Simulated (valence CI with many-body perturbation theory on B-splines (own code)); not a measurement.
Au⁶⁴⁺: electric-dipole lines

Method: valence CI with perturbative core correlation (CI+MBPT): five valence electrons over a frozen Dirac-Fock core [Ne], radial functions for each j: 11 s, 11 p, 10 d, 8 f, 5 g, 2 h, with the one-electron correlation potential Σ1 (screened to all orders), the two-electron term Σ2, the three-electron term Σ3, Breit, model QED; selected single and double excitations, second order for the rest, scaled by the run's own slope (own B-spline code, finite nucleus).

The last digits are not significant, and no measured levels were compared; by estimate large intervals hold to a few tenths of a per cent, small ones and those within an open d or f shell to about a per cent. Among the levels kept, up to 3200 cm⁻¹ of a level comes from second order outside the variational space, and about a tenth of that is noise between levels of different J, which matters for small intervals.

Lines 51 to 100 of 575 in falling wavelength, among levels below 125.07 Ry, chosen from the strongest by gf and those to the six lowest levels. Wavelengths and rates use the calculated energies. Electric multipoles are in the length gauge, E1 and E2 with the static RPA response of the core. Weak lines are less certain than strong ones. Lines between different terms over intervals too small for the method are left out, as are lines whose strength nearly cancels. The highest levels of a list are the least certain.

Levels are named by their leading jj configuration (3d3/2^4 stands for four electrons in 3d with j = 3/2), which in mixed levels can hold well under half, so a name can repeat and another be missing. Letters in brackets count levels of one name in rising energy.

| λ vac (Å) | Upper | Lower | A (s⁻¹) | log gf | Branch % |
| --- | --- | --- | --- | --- | --- |
| 58.51 | (3s 3p1/2^2 3p3/2 3d5/2) J=5/2 [b] | (3s^2 3p1/2 3p3/2 3d5/2) J=7/2 [b] | 4.41e+10 | -0.87 | 2.9 |
| 58.49 | (3s 3p1/2^2 3d5/2^2) J=7/2 | (3s^2 3p1/2 3d5/2^2) J=7/2 | 1.89e+10 | -1.11 | 2.6 |
| 58.38 | (3s 3p1/2 3p3/2^2 3d5/2) J=3/2 [e] | (3s^2 3p3/2^2 3d5/2) J=5/2 [b] | 3.44e+10 | -1.15 | 0.8 |
| 58.30 | (3s 3p1/2^2 3p3/2^2) J=3/2 | (3s^2 3p1/2 3p3/2^2) J=5/2 | 3.96e+10 | -1.09 | 2.8 |
| 58.06 | (3s 3p1/2 3p3/2^2 3d5/2) J=7/2 [b] | (3s^2 3p3/2^2 3d5/2) J=7/2 | 1.83e+10 | -1.13 | 1.0 |
| 57.91 | (3s 3p1/2^2 3p3/2 3d5/2) J=5/2 [b] | (3s^2 3p1/2 3p3/2 3d5/2) J=5/2 [b] | 1.96e+10 | -1.23 | 1.3 |
| 57.63 | (3p1/2^2 3p3/2^2 3d3/2) J=3/2 | (3s 3p1/2 3p3/2^2 3d3/2) J=5/2 [c] | 3.15e+10 | -1.20 | 0.9 |
| 57.28 | (3s 3p1/2^2 3d3/2^2) J=3/2 | (3s 3p1/2^2 3p3/2 3d3/2) J=5/2 [b] | 3.96e+10 | -1.11 | 37.7 |
| 57.11 | (3s 3p1/2^2 3d3/2 3d5/2) J=5/2 [b] | (3s^2 3p1/2 3d3/2 3d5/2) J=7/2 [a] | 2.28e+10 | -1.17 | 5.1 |
| 57.07 | (3s 3p1/2 3p3/2^3) J=3/2 [b] | (3s^2 3p3/2^3) J=3/2 | 2.95e+10 | -1.24 | 0.7 |
| 56.47 | (3p1/2^2 3p3/2^2 3d3/2) J=5/2 | (3s 3p1/2 3p3/2^2 3d3/2) J=7/2 [b] | 2.63e+10 | -1.12 | 0.6 |
| 56.21 | (3s 3p1/2^2 3d3/2 3d5/2) J=3/2 [b] | (3s^2 3p1/2 3d3/2 3d5/2) J=5/2 [a] | 2.71e+10 | -1.29 | 6.0 |
| 56.06 | (3s^2 3p1/2 3p3/2 3d3/2) J=1/2 [a] | (3s^2 3p1/2 3p3/2^2) J=1/2 | 4.81e+09 | -2.34 | 35.0 |
| 55.92 | (3s^2 3p1/2 3p3/2 3d3/2) J=3/2 [a] | (3s^2 3p1/2 3p3/2^2) J=1/2 | 3.20e+09 | -2.22 | 0.6 |
| 55.91 | (3s 3p1/2^2 3p3/2 3d3/2) J=5/2 [b] | (3s^2 3p1/2 3p3/2 3d3/2) J=7/2 | 5.77e+10 | -0.79 | 3.2 |
| 55.90 | (3s 3p1/2 3p3/2^2 3d5/2) J=7/2 [c] | (3s^2 3p3/2^2 3d5/2) J=9/2 | 3.86e+10 | -0.84 | 1.3 |
| 55.48 | (3s 3p1/2 3p3/2^2 3d5/2) J=9/2 [c] | (3s^2 3p3/2^2 3d5/2) J=9/2 | 3.33e+10 | -0.81 | 1.3 |
| 55.46 | (3s 3p1/2^2 3p3/2 3d5/2) J=7/2 [b] | (3s^2 3p1/2 3p3/2 3d5/2) J=9/2 | 4.72e+10 | -0.76 | 2.4 |
| 55.32 | (3s 3p1/2^2 3p3/2 3d3/2) J=3/2 [b] | (3s^2 3p1/2 3p3/2 3d3/2) J=5/2 [a] | 3.07e+10 | -1.25 | 2.8 |
| 55.03 | (3s 3p1/2^2 3p3/2^2) J=3/2 | (3s^2 3p1/2 3p3/2^2) J=3/2 | 1.98e+10 | -1.44 | 1.4 |
| 54.95 | (3p1/2^2 3p3/2^3) J=3/2 | (3s 3p1/2 3p3/2^3) J=5/2 | 7.97e+10 | -0.84 | 2.1 |
| 54.75 | (3s 3p1/2 3p3/2^2 3d3/2) J=5/2 [e] | (3s^2 3p3/2^2 3d3/2) J=7/2 | 4.59e+10 | -0.91 | 0.6 |
| 54.31 | (3s 3p1/2 3p3/2^2 3d5/2) J=5/2 [c] | (3s^2 3p3/2^2 3d5/2) J=7/2 | 2.13e+10 | -1.25 | 0.7 |
| 54.28 | (3s 3p1/2^2 3p3/2^2) J=1/2 | (3s^2 3p1/2 3p3/2^2) J=3/2 | 4.17e+08 | -3.43 | 0.0 |
| 54.23 | (3s 3p1/2 3p3/2 3d3/2^2) J=3/2 [a] | (3s 3p1/2 3p3/2^2 3d3/2) J=5/2 [a] | 2.83e+10 | -1.30 | 3.5 |
| 54.08 | (3p1/2^2 3p3/2^2 3d3/2) J=7/2 | (3s 3p1/2 3p3/2^2 3d3/2) J=9/2 | 5.51e+10 | -0.71 | 1.4 |
| 53.57 | (3s 3p1/2 3p3/2 3d3/2^2) J=5/2 [a] | (3s 3p1/2 3p3/2^2 3d3/2) J=7/2 [a] | 4.52e+10 | -0.93 | 4.2 |
| 52.95 | (3s^2 3p1/2 3p3/2 3d3/2) J=5/2 [a] | (3s^2 3p1/2 3p3/2^2) J=5/2 | 8.42e+09 | -1.67 | 76.6 |
| 52.89 | (3s 3p1/2 3p3/2 3d3/2^2) J=7/2 [a] | (3s 3p1/2 3p3/2^2 3d3/2) J=9/2 | 4.45e+10 | -0.83 | 4.2 |
| 52.84 | (3s^2 3p1/2 3p3/2^2) J=5/2 | (3s^2 3p1/2^2 3d3/2) J=3/2 | 2.69e+08 | -3.17 | 56.9 |
| 52.51 | (3s 3p1/2^2 3p3/2 3d3/2) J=1/2 [b] | (3s^2 3p1/2 3p3/2 3d3/2) J=3/2 [a] | 6.33e+10 | -1.28 | 2.8 |
| 52.21 | (3s 3p1/2^2 3p3/2 3d5/2) J=7/2 [b] | (3s^2 3p1/2 3p3/2 3d5/2) J=7/2 [a] | 2.27e+10 | -1.13 | 1.1 |
| 51.98 | (3s^2 3p1/2 3p3/2 3d3/2) J=3/2 [a] | (3s^2 3p1/2 3p3/2^2) J=5/2 | 2.39e+10 | -1.41 | 4.7 |
| 51.93 | (3s 3p1/2^2 3d3/2^2) J=5/2 | (3s 3p1/2^2 3p3/2 3d3/2) J=3/2 [b] | 2.24e+10 | -1.27 | 16.4 |
| 50.84 | (3p1/2^2 3p3/2^2 3d3/2) J=1/2 | (3p1/2^2 3p3/2^3) J=3/2 | 8.76e+10 | -1.17 | 2.7 |
| 50.24 | (3s^2 3p1/2 3p3/2 3d3/2) J=5/2 [a] | (3s^2 3p1/2 3p3/2^2) J=3/2 | 6.56e+07 | -3.83 | 0.6 |
| 50.11 | (3s^2 3p1/2 3p3/2 3d3/2) J=7/2 | (3s^2 3p1/2 3p3/2^2) J=5/2 | 1.92e+09 | -2.24 | 99.2 |
| 49.62 | (3s^2 3p1/2^2 3d3/2) J=3/2 | (3s^2 3p1/2^2 3p3/2) J=3/2 | 1.51e+10 | -1.65 | 100.0 |
| 49.48 | (3s^2 3p1/2 3p3/2 3d3/2) J=1/2 [a] | (3s^2 3p1/2 3p3/2^2) J=3/2 | 6.25e+09 | -2.34 | 45.4 |
| 49.37 | (3s^2 3p1/2 3p3/2 3d3/2) J=3/2 [a] | (3s^2 3p1/2 3p3/2^2) J=3/2 | 7.86e+08 | -2.94 | 0.2 |
| 49.16 | (3p1/2^2 3p3/2^2 3d3/2) J=5/2 | (3s 3p1/2 3p3/2^2 3d3/2) J=7/2 [a] | 2.46e+10 | -1.27 | 0.5 |
| 46.12 | (3s^2 3p1/2 3d3/2 3d5/2) J=9/2 | (3s^2 3p1/2 3p3/2 3d5/2) J=9/2 | 2.02e+10 | -1.19 | 4.9 |
| 45.04 | (3s^2 3p1/2 3p3/2 3d3/2) J=1/2 [b] | (3s^2 3p1/2 3p3/2^2) J=1/2 | 9.87e+08 | -3.22 | 0.0 |
| 44.80 | (3s^2 3p1/2 3p3/2 3d3/2) J=3/2 [b] | (3s^2 3p1/2 3p3/2^2) J=1/2 | 1.56e+09 | -2.73 | 0.0 |
| 44.26 | (3s^2 3p1/2 3p3/2 3d3/2) J=5/2 [b] | (3s^2 3p1/2 3p3/2^2) J=5/2 | 3.67e+09 | -2.19 | 0.1 |
| 42.80 | (3s 3p1/2^2 3d3/2 3d5/2) J=9/2 | (3s 3p1/2^2 3p3/2 3d5/2) J=9/2 | 2.55e+10 | -1.15 | 5.6 |
| 42.35 | (3s^2 3p1/2 3p3/2 3d3/2) J=5/2 [b] | (3s^2 3p1/2 3p3/2^2) J=3/2 | 1.26e+08 | -3.69 | 0.0 |
| 42.24 | (3s^2 3p1/2 3p3/2 3d3/2) J=3/2 [b] | (3s^2 3p1/2 3p3/2^2) J=5/2 | 2.54e+09 | -2.57 | 0.0 |
| 40.69 | (3s^2 3p1/2 3p3/2 3d3/2) J=1/2 [b] | (3s^2 3p1/2 3p3/2^2) J=3/2 | 1.06e+10 | -2.28 | 0.1 |
| 40.50 | (3s^2 3p1/2 3p3/2 3d3/2) J=3/2 [b] | (3s^2 3p1/2 3p3/2^2) J=3/2 | 1.84e+08 | -3.74 | 0.0 |
